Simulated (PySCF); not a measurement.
Isomers of C6H14Si3, one GFN2-xTB conformer each. Single-point energies are computed at PBE0/pcSseg-1 (PySCF, gas phase, no added dispersion term), electronic only.

Question: Rank them by PBE0/pcSseg-1 energy, lowest first (kJ/mol).
A. `[CH:1]#[C:2][Si@@H:3]([CH:4]=[CH2:5])[C@@H:6]([SiH3:7])[SiH2:8][CH3:9]` with C2–Si3–C4–C5 -140°, C2–Si3–C6–Si7 166°, Si3–C6–Si8–C9 55°
B. `[CH:1]#[C:2][SiH2:3][Si@H:4]1[CH2:5][C@@H:6]([CH2:7][SiH3:8])[CH2:9]1` with C2–Si3–Si4–C5 -40°, C5–C6–C7–Si8 179°, Si3–Si4–C5–C6 123°, Si4–C5–C6–C7 -134°, C5–C6–C9–Si4 11°, Si3–Si4–C9–C6 -125°
C. `[CH2:1]=[C:2]([CH3:3])[C:4]1=[CH:5][SiH2:6][C:7]1([SiH3:8])[SiH3:9]` with C1–C2–C4–C5 180°
D. `[SiH3:1][C:2]1([SiH3:3])[SiH2:4][CH:5]=[C:6]1[CH:7]1[CH2:8][CH2:9]1` with C5–C6–C7–C8 35°
E. `[CH2:1]=[CH:2][CH2:3][C:4]#[C:5][Si@H:6]([CH3:7])[SiH2:8][SiH3:9]` with C1–C2–C3–C4 -119°, C5–Si6–Si8–Si9 12°
F. `[CH3:1][C:2]#[C:3][Si@@H:4]1[CH2:5][C@@H:6]([CH2:7][SiH3:8])[SiH2:9]1` with C5–C6–C7–Si8 -173°, C3–Si4–C5–C6 -103°, Si4–C5–C6–C7 -142°, C5–C6–Si9–Si4 13°, C3–Si4–Si9–C6 99°

Answer: C (0.0), A (11.8), F (25.1), D (26.2), E (36.9), B (58.6).

As drawn, the lowest has a C=C bond outside aromatic rings, which the highest lacks; the highest has a C≡C bond and an Si–Si bond, which the lowest lacks. Neighbours under 10 kJ/mol apart (CC#C[Si@@H]1C[C@@H](C[SiH3])[SiH2]1 and [SiH3]C1([SiH3])[SiH2]C=C1C1CC1) can change places with a better method, another conformer or zero-point energy. GFN2-xTB itself gives, in the same order: 7.5, 159.0, 73.7, 0.0, 122.1, 91.4. GFN2-xTB puts [SiH3]C1([SiH3])[SiH2]C=C1C1CC1 lowest instead; measured from each level's own lowest isomer, the values differ by up to 147.2 kJ/mol (C#C[Si@@H](C=C)[C@@H]([SiH3])[SiH2]C: 159.0 against 11.8).

Which frontier levels, dipoles and rotational constants go with these structures?

```tsv
SMILES	HOMO (eV, PBE0/pcSseg-1)	LUMO (eV)	dipole (D)	A, B, C (MHz)
C=C(C)C1=C[SiH2]C1([SiH3])[SiH3]	-6.82	-1.30	1.18	1151, 841.4, 724.8
C#C[Si@@H](C=C)[C@@H]([SiH3])[SiH2]C	-7.93	-0.65	0.82	942.9, 810.1, 585.3
CC#C[Si@@H]1C[C@@H](C[SiH3])[SiH2]1	-7.16	-0.22	1.56	2085, 373.7, 365.4
[SiH3]C1([SiH3])[SiH2]C=C1C1CC1	-6.72	-0.38	1.16	1210, 754.3, 709.2
C=CCC#C[Si@H](C)[SiH2][SiH3]	-7.39	-0.36	1.00	1047, 565.6, 405.8
C#C[SiH2][Si@H]1C[C@@H](C[SiH3])C1	-7.56	-0.44	0.54	1489, 496.5, 419.9
```
